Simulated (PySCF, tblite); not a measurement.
Isomers of C7H9ClO, one GFN2-xTB conformer each. Single-point energies are computed at PBE0/pcSseg-1 (PySCF, gas phase, no added dispersion term), electronic only.

Question: Rank them by PBE0/pcSseg-1 energy, lowest first (kcal/mol).
A. `[CH3:1][CH2:2][CH2:3][c:4]1[o:5][cH:6][cH:7][c:8]1[Cl:9]` with C1–C2–C3–C4 -67°, C2–C3–C4–O5 -76°
B. `[CH2:1]=[CH:2][C@@:3]1([CH3:4])[CH2:5][C@@H:6]1[C:7](=[O:8])[Cl:9]` with C1–C2–C3–C4 3°, C5–C6–C7–O8 -21°

Answer: A (0.0), B (10.6).

As drawn, the lower has an aromatic ring, which the higher lacks; the higher has a three-membered ring, a C=O bond and a C=C bond outside aromatic rings, which the lower lacks. GFN2-xTB itself gives, in the same order: 0.0, 28.2. Both levels put the same isomer lowest.

Which frontier levels, dipoles and rotational constants go with these structures?

```csv
SMILES,"HOMO (eV, PBE0/pcSseg-1)",LUMO (eV),dipole (D),"A, B, C (MHz)"
CCCc1occc1Cl,-6.50,0.09,1.06,"1635, 1277, 829.8"
C=C[C@@]1(C)C[C@@H]1C(=O)Cl,-7.57,-1.24,3.36,"2446, 810.6, 738.0"
```

What happens when harmonic zero-point energies from GFN2-xTB frequencies are added?

| SMILES | ZPE (kcal/mol) | electronic (kcal/mol) | with ZPE (kcal/mol) |
| --- | --- | --- | --- |
| CCCc1occc1Cl | 89.8 | 0.0 | 0.0 |
| C=C[C@@]1(C)C[C@@H]1C(=O)Cl | 88.1 | 10.6 | 8.9 |

The zero-point energies span 1.7 kcal/mol. The order is unchanged.
